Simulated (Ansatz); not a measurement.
C4H10O, charge +1, quartet, geometry from GFN2-xTB of the parent state (a state made from the parent by changing its charge; the spin is typed, not shown lowest); HF/3-21G (Ansatz, an electronic-structure program).

Ansatz was given this input:
Ansatz 0.2 input:
```yaml
crystal:
  periodic: [false, false, false]
  atoms:
    - {symbol: C, position_ang: [-0.13363712, -1.41754127, -0.60526371]}
    - {symbol: C, position_ang: [-0.06511180, -0.06443955, 0.04586154]}
    - {symbol: C, position_ang: [-0.37259502, 1.10974039, -0.96077782]}
    - {symbol: C, position_ang: [1.40168588, 0.33293502, 0.46677163]}
    - {symbol: O, position_ang: [-0.86078172, 0.11297310, 1.13132801]}
    - {symbol: H, position_ang: [0.52990098, -1.47886882, -1.46333734]}
    - {symbol: H, position_ang: [0.14109790, -2.20764778, 0.09730148]}
    - {symbol: H, position_ang: [-1.14863080, -1.64298624, -0.94038737]}
    - {symbol: H, position_ang: [-0.32347489, 2.07647378, -0.46697599]}
    - {symbol: H, position_ang: [0.31594196, 1.08007608, -1.79774213]}
    - {symbol: H, position_ang: [-1.39924527, 0.94557658, -1.29209326]}
    - {symbol: H, position_ang: [2.05964109, 0.31665984, -0.39479814]}
    - {symbol: H, position_ang: [1.70328719, -0.41275618, 1.20413973]}
    - {symbol: H, position_ang: [1.42560446, 1.31070200, 0.94029682]}
    - {symbol: H, position_ang: [-1.39992054, -0.65518153, 1.38342231]}
basis:
  gaussian:
    orbitals: 3-21G.json
hamiltonian:
  xc: hf
total_charge: 1
magnetization: {spin_polarized: false, initial_magnetization: 3}
```
The basis file holds 3-21G in the JSON format of the Basis Set Exchange.

**Question.** Write the output that Ansatz gives for this input, abridged.

**Answer.** 
```
Functional definition: HF
797 factors; integrals over basis functions are off by at most 9.9e-4 eV
mean field evaluation 1: about -6256.8091 eV, gradient 3.5e1 eV
mean field evaluation 2: about -6256.9962 eV, gradient 3.5e1 eV
mean field evaluation 4: about -6260.4469 eV, gradient 1.2e1 eV
mean field evaluation 8: about -6261.9403 eV, gradient 4.2e0 eV
mean field evaluation 16: about -6262.4334 eV, gradient 1.8e-1 eV
mean field evaluation 32: about -6262.8517 eV, gradient 2.6e-2 eV
mean field evaluation 64: about -6262.7600 eV, gradient 8.9e-1 eV
mean field evaluation 96: about -6262.8456 eV, gradient 1.0e-1 eV
mean field evaluation 128: about -6262.8440 eV, gradient 4.2e-1 eV
mean field evaluation 160: about -6262.8478 eV, gradient 1.3e-1 eV
mean field evaluation 192: about -6251.8332 eV, gradient 5.1e1 eV
mean field evaluation 224: about -6260.4257 eV, gradient 8.1e0 eV
mean field evaluation 256: about -6261.3255 eV, gradient 5.8e0 eV
mean field evaluation 288: about -6262.4345 eV, gradient 1.7e-2 eV
mean field evaluation 320: about -6261.1591 eV, gradient 2.4e-1 eV
mean field -6262.85170763 eV, -230.1555551419 hartree, gradient 1.6e-5 eV, S^2 3.750000; 7 other end points of the search recorded, 0 dependent functions left out
reference -6262.85170763 eV, -230.1555551419 hartree; 22, 19 occupied and 43, 46 virtual orbitals, 797 factors
Total energy: -6262.85170763 eV, -230.1555551419 hartree
```
